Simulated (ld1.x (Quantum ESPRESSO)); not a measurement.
# An all-electron radial function and its pseudo partner (Be)

Columns: radius, all-electron u(r) and pseudo u(r) of the 2p shell (level -2.24 eV) of beryllium in the configuration [He] 2s1.75 2p0.25; BP86, non-relativistic, ultrasoft scheme, ld1.x (Quantum ESPRESSO) 7.5.

```csv
r (bohr),all-electron,pseudo
0.215,0.0476,0.0078
0.430,0.1354,0.0305
0.645,0.2256,0.0665
0.860,0.3060,0.1135
1.075,0.3742,0.1681
1.290,0.4305,0.2267
1.505,0.4741,0.2857
1.720,0.5051,0.3415
1.935,0.5244,0.3909
2.150,0.5338,0.4316
2.365,0.5350,0.4620
2.580,0.5295,0.4814
2.795,0.5188,0.4901
3.010,0.5040,0.4890
3.225,0.4862,0.4798
3.440,0.4661,0.4642
3.655,0.4446,0.4445
3.870,0.4221,0.4223
4.085,0.3991,0.3992
4.300,0.3760,0.3760
4.515,0.3531,0.3531
4.730,0.3306,0.3306
4.945,0.3087,0.3087
5.160,0.2876,0.2876
5.375,0.2674,0.2674
5.590,0.2482,0.2482
```

(1) How many radial nodes do the two functions have?

(2) At about which radius was the pseudo-wave matched?

(3) Is the pseudo-wave norm-conserving?

## Answers

(1) The all-electron 2p function has n − l − 1 = 0; the pseudo-wave has 0.

(2) 4.30 bohr. The columns agree to 0.0005 from 3.65 bohr on; several derivatives are matched, so the curves merge somewhat inside the radius.

(3) No, it belongs to an ultrasoft set: the norm inside the radius is not constrained, and the difference is carried by the augmentation charge.
